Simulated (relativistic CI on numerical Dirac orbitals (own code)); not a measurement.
# Spin-allowed bands of a d8 ion in an octahedral site, by hand

Problem. A d8 ion in an octahedral site has a 3A2 ground term and spin-allowed bands at ν1 = 9400 and ν2 = 14838 cm⁻¹ (from a computed ligand-field model). Find Δ and the Racah parameter B, and predict the third band.

Working.
1. The F term splits into A2 (−1.2Δ), T2 (−0.2Δ) and T1 (+0.6Δ), so ν1 = E(T2) − E(A2) = Δ = 9400 cm⁻¹.
2. T1(F) mixes with T1(P), which lies at 15B, through an element 0.4Δ. The two roots, counted from A2, are ν2,3 = ½(15B + 3Δ) ∓ ½√[(15B − Δ)² + 12BΔ].
3. Solving the lower root for B gives B = (2ν1² + ν2² − 3ν1ν2)/(15ν2 − 27ν1) = -21545356/-31230 = 690 cm⁻¹.
4. The sum of the roots is 15B + 3Δ, so ν3 = 15B + 3ν1 − ν2 = 23710 cm⁻¹ (422 nm).

Check. The bands were computed by exact diagonalisation of the d8 shell with B = 690 and Δ = 9400 cm⁻¹, which gives ν3 = 23712 cm⁻¹. C does not enter the terms of highest spin.
